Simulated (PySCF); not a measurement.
H$_{6}$OP$_{2}$Si (SMILES O[SiH](P)P), singlet, geometry from GFN2-xTB; BLYP/6-31G, TDA (PySCF).

PySCF was given this input:
```python
from pyscf import gto, scf, dft, tdscf

mol = gto.M(
    atom='''
Si   -0.070423   -0.433235    0.423343
O     0.486760    0.302898    1.765002
P     1.482934   -0.677874   -1.206734
P    -1.691595    0.994065   -0.169365
H    -0.477897   -1.804656    0.766694
H     1.279674    0.028165    2.219444
H     1.605441    0.677164   -1.452353
H     2.547344   -0.668212   -0.322163
H    -2.090486    0.251254   -1.268550
H    -2.642319    0.415519    0.651592
''',
    basis='6-31g',
    charge=0,
    spin=0,
    verbose=4,
)

mf = dft.RKS(mol)
mf.xc = 'blyp'
mf.kernel()
td = mf.TDA()
td.nstates = 5
td.kernel()
td.analyze()
```

Problem. Predict the main parts of the log of this PySCF run.

Solution. 
```
PySCF version 2.14.0

[INPUT] verbose = 4
[INPUT] num. atoms = 10
[INPUT] num. electrons = 58
[INPUT] charge = 0
[INPUT] spin (= nelec alpha-beta = 2S) = 0
[INPUT] symmetry False subgroup None
[INPUT] Mole.unit = angstrom
[INPUT] Symbol           X                Y                Z      unit          X                Y                Z       unit  Magmom
[...]
nuclear repulsion = 280.21103317211
number of shells = 38
number of NR pGTOs = 184
number of NR cGTOs = 60
basis = 6-31g
ecp = {}

******** <class 'pyscf.dft.rks.RKS'> ********
method = RKS
initial guess = minao
damping factor = 0
level_shift factor = 0
DIIS = <class 'pyscf.scf.diis.CDIIS'>
diis_start_cycle = 1
diis_space = 8
diis_damp = 0
SCF conv_tol = 1e-09
SCF conv_tol_grad = None
SCF max_cycles = 50
direct_scf = True
direct_scf_tol = 1e-13
XC library pyscf.dft.libxc version 7.1.2
    S. Lehtola, C. Steigemann, M. J. T. Oliveira, and M. A. L. Marques,  SoftwareX 7, 1–5 (2018)
XC functionals = blyp
    A. D. Becke,  Phys. Rev. A 38, 3098 (1988)
    C. Lee, W. Yang, and R. G. Parr,  Phys. Rev. B 37, 785 (1988)
    B. Miehlich, A. Savin, H. Stoll, and H. Preuss,  Chem. Phys. Lett. 157, 200 (1989)
radial grids:
    Treutler-Ahlrichs [JCP 102, 346 (1995); DOI:10.1063/1.469408] (M4) radial grids

becke partition: Becke, JCP 88, 2547 (1988); DOI:10.1063/1.454033
pruning grids: <function nwchem_prune>
grids dens level: 3
symmetrized grids: False
atomic radii adjust function: <function treutler_atomic_radii_adjust>
small_rho_cutoff = 0
Set gradient conv threshold to 3.16228e-05
Initial guess from minao.
tot grids = 130472
init E= -1051.13506595245
[...]
cycle= 1 E= -1050.66605723777  delta_E= 0.469  |g|= 0.869  |ddm|= 3.01
[...]
cycle= 2 E= -1049.6402700063  delta_E= 1.03  |g|= 2.31  |ddm|= 5.91
[...]
cycle= 3 E= -1050.80551548918  delta_E= -1.17  |g|= 0.21  |ddm|= 5.36
[...]
cycle= 4 E= -1050.81687535995  delta_E= -0.0114  |g|= 0.146  |ddm|= 0.735
[...]
cycle= 5 E= -1050.82525079087  delta_E= -0.00838  |g|= 0.0192  |ddm|= 0.277
[...]
cycle= 6 E= -1050.82538532936  delta_E= -0.000135  |g|= 0.00507  |ddm|= 0.0499
[...]
cycle= 7 E= -1050.82539455901  delta_E= -9.23e-06  |g|= 0.00154  |ddm|= 0.0132
[...]
cycle= 8 E= -1050.82539541506  delta_E= -8.56e-07  |g|= 0.000368  |ddm|= 0.00343
[...]
cycle= 9 E= -1050.82539546529  delta_E= -5.02e-08  |g|= 9.17e-05  |ddm|= 0.000842
[...]
cycle= 10 E= -1050.82539546836  delta_E= -3.07e-09  |g|= 2.71e-05  |ddm|= 0.000259
[...]
[...]
[...]
Extra cycle  E= -1050.82539546868  delta_E= 4.55e-13  |g|= 3.13e-06  |ddm|= 1.72e-05
converged SCF energy = -1050.82539546868

******** <class 'pyscf.tdscf.rks.TDA'> for <class 'pyscf.dft.rks.RKS'> ********
nstates = 5 singlet
deg_eia_thresh = 1.000e-03
wfnsym = None
conv_tol = 1e-05
eigh lindep = 1e-12
eigh level_shift = 0
eigh max_cycle = 100

Excitation energies (eV)
[5.34287898 5.96762591 6.29115921 6.42384837 6.48018112]

** Singlet excitation energies and oscillator strengths **
Excited State   1:      5.34288 eV    232.06 nm  f=0.0033
      29 -> 30       -0.69758
Excited State   2:      5.96763 eV    207.76 nm  f=0.1219
      28 -> 30       -0.62615
      28 -> 31        0.23275
Excited State   3:      6.29116 eV    197.08 nm  f=0.0075
      29 -> 31        0.46226
      29 -> 32       -0.46417
      29 -> 33       -0.21317
Excited State   4:      6.42385 eV    193.01 nm  f=0.0388
      27 -> 30        0.28181
      28 -> 30        0.16081
      28 -> 31        0.57222
      28 -> 33        0.20956
Excited State   5:      6.48018 eV    191.33 nm  f=0.0065
      27 -> 30        0.59661
      28 -> 31       -0.26320
      28 -> 33       -0.10171
      29 -> 32        0.10381
      29 -> 33       -0.15896

** Transition electric dipole moments (AU) **
state          X           Y           Z        Dip. S.      Osc.
  1         0.1386      0.0687      0.0390      0.0254      0.0033
  2         0.6351     -0.6082      0.2465      0.8341      0.1219
  3        -0.1588      0.0320      0.1508      0.0490      0.0075
  4        -0.3959      0.2946     -0.0562      0.2467      0.0388
  5        -0.0713     -0.1890      0.0207      0.0412      0.0065

** Transition velocity dipole moments (imaginary part, AU) **
state          X           Y           Z        Dip. S.      Osc.
  1         0.0192      0.0202     -0.0185      0.0011      0.0038
  2         0.0768     -0.0712      0.0511      0.0136      0.0413
  3        -0.0341     -0.0176      0.0404      0.0031      0.0090
  4        -0.0965      0.0784     -0.0198      0.0158      0.0448
  5        -0.0232     -0.0574      0.0159      0.0041      0.0114

** Transition magnetic dipole moments (imaginary part, AU) **
state          X           Y           Z
  1        -0.2260      0.3362     -0.0921
  2         0.0894      0.0207     -0.4293
  3         0.2087      0.4359      0.0257
  4         0.0258      0.1408      0.0731
  5        -0.3908      0.0979      0.5330
```
